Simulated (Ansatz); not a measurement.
## Ligand exchange: SnH2(CH3)(CN) + GeH2(CH3)Br → SnH3(CN) + GeH(CH3)2Br

Species: SnH2(CH3)(CN), singlet; GeH2(CH3)Br, singlet; SnH3(CN), singlet; GeH(CH3)2Br, singlet. The partners trade CH3 for H: Sn–CH3 and Ge–H bonds give way to Sn–H and Ge–CH3.

Shapes, held fixed at every level: PBE0-D4/def2-TZVP. Programs: Ansatz 0.2.0. Electronic energies: no zero-point or thermal term.

**Question.** Estimate ΔE of this reaction.

**Answer.** The highest level, CCSD(T)/def2-TZVPP, gives ΔE = -9.0 kJ/mol; the levels span -9.0 to -6.4. The column of differences is taken from that level and isn't an error. No measured value is set beside it here. For atoms past krypton def2 sets carry core potentials with scalar relativity. Relativity is left out for Br, Ge. Outer-core shells of Br, Ge, Sn are correlated, in sets that cover them unevenly.

```tsv
level	kind	ΔE (kJ/mol)	less CCSD(T)/def2-TZVPP
PBE-D4/def2-TZVPP	GGA	-7.3	+1.7
B3LYP-D4/def2-TZVPP	global hybrid	-7.5	+1.5
wB97M-V/def2-TZVPP	range-separated hybrid	-8.7	+0.3
wB97X-V/def2-TZVPP	range-separated hybrid	-8.5	+0.5
B2PLYP/def2-TZVPP	double hybrid	-6.4	+2.6
MP2/def2-TZVPP	perturbation theory	-8.1	+0.9
CCSD(T)/def2-TZVPP	coupled cluster or CI	-9.0	0.0
```
